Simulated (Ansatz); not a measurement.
Consider the formal hydrolysis of a Ge–I bond: `[F][Ge]([F])([F])[I]` + H₂O → `[OH][Ge]([F])([F])[F]` + HI.

Program: Ansatz. Geometries: PBE0-D4/def2-TZVP. ΔE: electronic, gas phase. CCSD(T)/CBS is the MP2 limit (def2-TZVPP, def2-QZVPP) plus CCSD(T) − MP2 in def2-TZVPP, frozen cores. This one scheme is used for every species. Functionals use def2-TZVPP. HSE06 is defined as in plane-wave codes. def2 core potentials past Kr. For Ge, I outer-core shells are correlated without core-valence functions, which leaves a few kJ/mol of doubt a bond. Scalar relativity is left out up to krypton. Each species was taken in one conformer, which may not be the lowest.

`[F][Ge]([F])([F])[I]`:

```xyz
5

F    -0.113    1.650   -0.560
Ge   -0.011    0.011   -0.099
F     1.293   -0.656   -0.972
F    -1.422   -0.745   -0.685
I     0.253   -0.259    2.314
```

H₂O:

Z-matrix (Å, degrees):
```
O
H 1 0.960
H 1 0.960 2 105.1
```

`[OH][Ge]([F])([F])[F]`:

```xyz
6

O     0.196   -0.633    1.234
Ge    0.061    0.031   -0.356
F     1.044   -0.881   -1.391
F    -1.534   -0.010   -0.952
F     0.556    1.659   -0.431
H    -0.322   -0.166    1.896
```

HI:

Cartesian coordinates in Å:
```
I 0.565 -0.332 -0.467
H -0.565 0.332 0.467
```

| level | ΔE (kJ/mol) |
| --- | --- |
| B97M-V | 29.5 |
| ωB97X-V | 31.3 |
| revPBE | 42.5 |
| HSE06 | 39.2 |
| CAM-B3LYP | 26.6 |
| CCSD(T)/def2-SVP | 15.2 |
| HF/def2-QZVPP | 18.8 |
| SCS-MP2/def2-QZVPP | 32.4 |

(1) What does CCSD(T)/CBS give? (An estimate is asked.)

Largest T1 diagnostic among the species: 0.012.

Answers

(1) Ansatz gave: +37.3 kJ/mol. The listed levels differ from it by -7.8, -6.0, 5.2, 1.9, -10.7, -22.1, -18.5, -4.9 kJ/mol.

From BLYP to BHLYP (50 % exact exchange), in def2-TZVPP and without D4, ΔE moves by −6.9 kJ/mol. In def2-TZVPP, CCSD(T) changes the Hartree–Fock value by +6.3 kJ/mol (the triples alone add +1.9 kJ/mol) and MP2 by +13.2 kJ/mol.
